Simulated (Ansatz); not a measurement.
Two isomers of C2H8OSi2: A = `O[Si]1([SiH3])CC1`, B = `O/C([SiH3])=C/[SiH3]`.

Gas-phase electronic energies from Ansatz, PBE0-D4/def2-TZVP geometries. CCSD(T)/CBS is the MP2 limit (def2-TZVPP, def2-QZVPP) plus CCSD(T) − MP2 in def2-TZVPP, frozen cores. DFT in def2-TZVPP. B3LYP here is the variant with VWN-RPA as its local correlation; programs differ in this. One conformer a species, not always the lowest.

(1) Which is lower in electronic energy at CCSD(T)/CBS, and by how much? (Estimate.)

(2) Give E(B) − E(A) in kJ/mol with CCSD/def2-TZVPP, r2SCAN-D4, MP2/def2-TZVPP, B3LYP-D4, PBE0-D4, B2PLYP, CCSD(T)/def2-TZVPP. (Best estimate.)

Largest T1 diagnostic: 0.013.

Answers

(1) Computed: A, by 118.7 kJ/mol.

(2) The calculation gave: CCSD/def2-TZVPP 116.8, r2SCAN-D4 124.3, MP2/def2-TZVPP 125.4, B3LYP-D4 105.1, PBE0-D4 129.2, B2PLYP 112.5, CCSD(T)/def2-TZVPP 115.0. None reverses the order clearly.

In def2-TZVPP, CCSD(T) changes the Hartree–Fock value by +19.8 kJ/mol (the triples alone add −1.8 kJ/mol) and MP2 by +30.2 kJ/mol. From PBE to PBE0 (25 % exact exchange), in def2-TZVPP and without D4, E(B) − E(A) moves by +7.7 kJ/mol.
